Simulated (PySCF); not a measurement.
**Ionisation energy of Xe by level of theory**

Xe [Xe] → Xe+ [Kr] 4d10 5s2 5p5 [5p1/2^2 5p3/2^3, M_J = 3/2], as a difference of total energies. Computed with PySCF 2.14 in x2c-QZVPPall-2c (13s13p9d4f1g, 134 functions), with the two-component X2C-1e Hamiltonian. Correlated levels: [Ar] 3d10 frozen; the 32 highest virtual spinors dropped. "Screened" scales the spin-orbit matrix elements by Boettger's factors to mimic the two-electron term; Breit and QED terms are absent.

| method | ionisation energy (eV) |
| --- | --- |
| GHF (spin-free) | 11.584 |
| GMP2 (spin-free) | 12.506 |
| GHF (screened spin-orbit) | 11.164 |
| GMP2 (screened spin-orbit) | 12.090 |

The spin-free rows lack the spin-orbit shift.

Task: Which method comes closest to the reference value, and which is furthest?

Result: The reference is 12.130 eV (measured; NIST Atomic Spectra Database, ionization energies). Closest: GMP2 (screened spin-orbit) (error -0.040 eV); furthest: GHF (screened spin-orbit) (error -0.966 eV).
